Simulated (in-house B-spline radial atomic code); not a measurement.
Whole-atom quantities along the 33-electron series, configuration [Ar] 3d10 4s2 4p3. Breit and QED terms are first order and not part of the total energy; the density at the nucleus is averaged over the nuclear charge. Computed with a radial B-spline atomic code at the basis-set limit: Dirac-Hartree-Fock, average of the configuration, finite nuclei.

```
  ion   Z  E/Z² (Eh)  Σ<r²> (bohr²)  n(0)/Z³ (bohr⁻³)  Lamb diamagnetic shielding (ppm)  repulsion over attraction  Breit energy (eV)  self-energy (eV)  vacuum polarisation (eV)  Dirac less non-relativistic energy (Eh)
Eu30+  63    -2.6149         2.6902            2.1779                           6779.39                   0.098181             258.17            208.85                   -32.191                                  -421.93
Gd31+  64     -2.628         2.5699              2.25                           6921.45                   0.096685             272.27            221.29                   -34.596                                  -452.36
Tb32+  65     -2.641         2.4572            2.3425                           7064.87                   0.095222             286.92            234.31                   -37.166                                  -484.55
Dy33+  66    -2.6539         2.3516            2.4076                           7209.52                   0.093793              302.1            247.94                   -39.879                                  -518.46
Ho34+  67    -2.6667         2.2525            2.4989                           7355.67                   0.092395             317.86            262.19                   -42.779                                   -554.3
Er35+  68          ?              ?                 ?                                 ?                          ?                  ?                 ?                         ?                                        ?
Tm36+  69    -2.6919         2.0716            2.6873                           7652.34                   0.089689             351.12            292.66                   -49.134                                  -631.92
Yb37+  70    -2.7044         1.9889            2.7769                           7802.94                    0.08838             368.65            308.94                   -52.603                                  -673.83
Lu38+  71          ?              ?                 ?                                 ?                          ?                  ?                 ?                         ?                                        ?
Hf39+  72    -2.7291         1.8371            2.9919                           8109.16                   0.085841             405.59            343.74                   -60.224                                  -764.45
Ta40+  73    -2.7414         1.7674            3.1106                           8264.87                    0.08461             425.04            362.31                   -64.397                                  -813.32
 W41+  74    -2.7536         1.7014            3.2333                            8422.4                   0.083404             445.15            381.72                   -68.828                                   -864.7
Re42+  75    -2.7658         1.6388             3.365                           8581.82                   0.082221             465.95            401.99                   -73.538                                  -918.69
Os43+  76     -2.778         1.5795            3.4946                           8743.16                   0.081061             487.45            423.15                   -78.529                                  -975.36
Ir44+  77    -2.7902         1.5231             3.644                            8906.6                   0.079922             509.68            445.25                   -83.846                                 -1034.91
Pt45+  78          ?              ?                 ?                                 ?                          ?                  ?                 ?                         ?                                        ?
Au46+  79    -2.8144         1.4185            3.9538                           9239.87                   0.077706             556.36            492.41                   -95.477                                 -1162.92
Hg47+  80    -2.8266           1.37            4.1182                           9409.88                   0.076628             580.86            517.56                   -101.84                                 -1231.64
Tl48+  81    -2.8388         1.3237            4.2969                           9582.32                   0.075569             606.16            543.83                    -108.6                                  -1303.7
```

Q: Fill in the row of Er35+.

A: E/Z² (Eh): -2.6793; Σ<r²> (bohr²): 2.1593; n(0)/Z³ (bohr⁻³): 2.5854; Lamb diamagnetic shielding (ppm): 7503.23; repulsion over attraction: 0.091027; Breit energy (eV): 334.19; self-energy (eV): 277.09; vacuum polarisation (eV): -45.855; Dirac less non-relativistic energy (Eh): -592.07.

Q: Fill in the row of Lu38+.

A: E/Z² (Eh): -2.7168; Σ<r²> (bohr²): 1.9109; n(0)/Z³ (bohr⁻³): 2.8747; Lamb diamagnetic shielding (ppm): 7955.17; repulsion over attraction: 0.087098; Breit energy (eV): 386.8; self-energy (eV): 325.96; vacuum polarisation (eV): -56.291; Dirac less non-relativistic energy (Eh): -717.96.

Q: Fill in the row of Pt45+.

A: E/Z² (Eh): -2.8023; Σ<r²> (bohr²): 1.4695; n(0)/Z³ (bohr⁻³): 3.7929; Lamb diamagnetic shielding (ppm): 9072.12; repulsion over attraction: 0.078804; Breit energy (eV): 532.64; self-energy (eV): 468.32; vacuum polarisation (eV): -89.483; Dirac less non-relativistic energy (Eh): -1097.38.

Q: With what power of Z does the column «Σ<r²> (bohr²)» change over this range?

A: A fit of the logarithm of its size against log Z from Z = 63 to 81 has slope -2.82. Unscreened non-relativistic hydrogenic orbitals would give -2.
